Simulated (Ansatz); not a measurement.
Potential energy curve for GeH, doublet.

Levels of theory: UKS-PBE = unrestricted PBE/aug-cc-pVDZ (Ansatz, a first-principles code); UKS-CAM-B3LYP = unrestricted CAM-B3LYP/aug-cc-pVDZ run with Ansatz; FCI = full CI/aug-cc-pVDZ, cores with 3d frozen in Ansatz.

Energies relative to the lowest point of each curve near equilibrium, in kJ/mol; the last columns give the error against full CI:

| R / Å | UKS-PBE | UKS-CAM-B3LYP | FCI | UKS-PBE − FCI | UKS-CAM-B3LYP − FCI |
|---|---|---|---|---|---|
| 1.18 | 232.9 | 222.2 | 233.7 | -0.8 | -11.5 |
| 1.28 | 117.1 | 108.6 | 115.6 | 1.4 | -7.1 |
| 1.35 | 65.9 | 59.1 | 64.0 | 1.9 | -4.9 |
| 1.44 | 25.5 | 21.1 | 23.8 | 1.6 | -2.8 |
| 1.52 | 6.9 | 4.7 | 6.0 | 0.9 | -1.3 |
| 1.55 | 3.2 | 1.8 | 2.6 | 0.6 | -0.8 |
| 1.60 | 0.0 | 0.0 | 0.0 | 0.0 | 0.0 |
| 1.65 | 0.1 | 1.5 | 0.7 | -0.6 | 0.8 |
| 1.67 | 0.8 | 2.8 | 1.7 | -0.9 | 1.1 |
| 1.76 | 8.6 | 13.2 | 10.6 | -2.0 | 2.6 |
| 1.88 | 26.8 | 34.8 | 29.9 | -3.1 | 4.8 |
| 1.97 | 44.0 | 54.5 | 47.6 | -3.7 | 6.9 |
| 2.12 | 75.9 | 90.7 | 79.6 | -3.7 | 11.1 |
| 2.43 | 143.6 | 166.2 | 143.3 | 0.3 | 22.9 |
| 2.65 | 186.5 | 207.4 | 180.7 | 5.8 | 26.7 |
| 2.87 | 219.6 | 234.9 | 209.7 | 9.9 | 25.2 |
| 3.20 | 249.4 | 259.1 | 238.2 | 11.3 | 20.9 |
| 3.60 | 266.3 | 273.4 | 254.6 | 11.7 | 18.8 |
| 3.92 | 271.8 | 278.9 | 260.3 | 11.5 | 18.6 |
| 4.37 | 274.5 | 282.4 | 263.5 | 11.0 | 18.9 |
| 4.86 | 275.4 | 283.8 | 264.7 | 10.7 | 19.2 |
| 5.65 | 275.7 | 284.5 | 265.2 | 10.6 | 19.3 |
| 6.42 | 275.8 | 284.6 | 265.3 | 10.5 | 19.4 |

UKS-PBE is furthest from FCI at 3.60 (11.7 kJ/mol, above); its mean absolute error over the points is 5.0 kJ/mol.

UKS-CAM-B3LYP is furthest from FCI at 2.65 (26.7 kJ/mol, above); its mean absolute error over the points is 11.5 kJ/mol.

The unrestricted determinant behind UKS-PBE is spin-contaminated at 2.87 to 6.42 Å (<S²> up to 1.8, against 0.75 for a pure doublet). The unrestricted determinant behind UKS-CAM-B3LYP is spin-contaminated at 2.65 to 6.42 Å (<S²> up to 1.8, against 0.75 for a pure doublet).
